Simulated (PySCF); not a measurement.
Compound: CH2F4Si.
SMILES: `F[SiH2]C(F)(F)F`

Method used: MP2 and CCSD/aug-cc-pVDZ in PySCF, restricted Hartree–Fock reference, frozen core, non-relativistic, gas phase, PBE0-D3(BJ)/def2-SVP geometry.

E(HF) = -725.82929 Eh.

Task: How large is the problem?

Result: 160 basis functions and 58 electrons; 10 orbitals frozen, which leaves o = 19 correlated occupied and v = 131 virtual orbitals. That is o·v = 2489 singles and o·v(o·v + 1)/2 = 3098805 distinct closed-shell doubles amplitudes before symmetry; the costliest CCSD step grows as o²v⁴ = 1.1 × 10^11.

Task: What are the MP2 and CCSD correlation energies?

Result: MP2 -1.0464 Eh and CCSD -1.0724 Eh, which gives totals of -726.87573 and -726.90167 Eh. That is 0.768 eV for each correlated electron at CCSD (2816 kJ/mol in all, 0.148 % of the total energy); MP2 gives 97.6 % of the CCSD value.

Task: What is the T1 diagnostic?

Result: 0.0143, below the customary warning level of 0.02. It is the norm of the spatial-orbital singles amplitudes over the root of the number of correlated electrons, so the norm is 0.088.

Task: How does correlation change the dipole moment?

Result: HF gives 2.32 D and CCSD (unrelaxed density) 2.03 D, a change of -0.29 D.

No triples correction and no basis-set extrapolation were made.

The job also held the EOM ionisation roots. Hardware: one thread of an Arm Neoverse V1 (shared host). Cost: 8.1 min wall, 2.9 GiB resident at most.

Conformer computed: `[F:1][SiH2:2][C:3]([F:4])([F:5])[F:6]`: F1–Si2–C3–F4 -59°.
